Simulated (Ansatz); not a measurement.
SiTe₂⁺, relaxed as a doublet with UKS B3LYP-D4/def2-TZVP in Ansatz, starting from the GFN2-xTB geometry. Force threshold 0.02 eV/Å.

In the def2 sets Te takes a core potential; there is no spin–orbit coupling. The relaxation made no stability test and no search for a lower SCF solution. Another isomer (doublet) lies 0.86 eV lower at PBE0-D4/def2-TZVP; other spin states weren't run for this one.

Start:

```tsv
atom	x (Å)	y (Å)	z (Å)
Si1	0.9832	-0.3103	-0.1629
Te2	0.0720	1.9492	0.0740
Te3	-1.0552	-1.6389	0.0889
```

Estimate the energy that the relaxation releases and the steps that it takes.

85.8 kJ/mol, in 7 steps; 7 s on 4 threads of AMD EPYC 9R45 on a shared host. No frequencies were taken in this run, so the end may be a saddle point.

Does the start keep its bonding and symmetry?

By distances, no bond broke or formed. The bond that changes most is Si1–Te2, from 2.45 to 2.30 Å (atoms count from 1). Point group C2v at the start, D∞h at the end, both within 0.05 Å.

Predict the relaxed structure.


Cartesian coordinates in Å:
```
Si 0.0053 -0.0017 -0.0009
Te 0.6869 2.1952 -0.0087
Te -0.6922 -2.1935 0.0096
```
Bond lengths: 2 × Si–Te 2.30 Å.
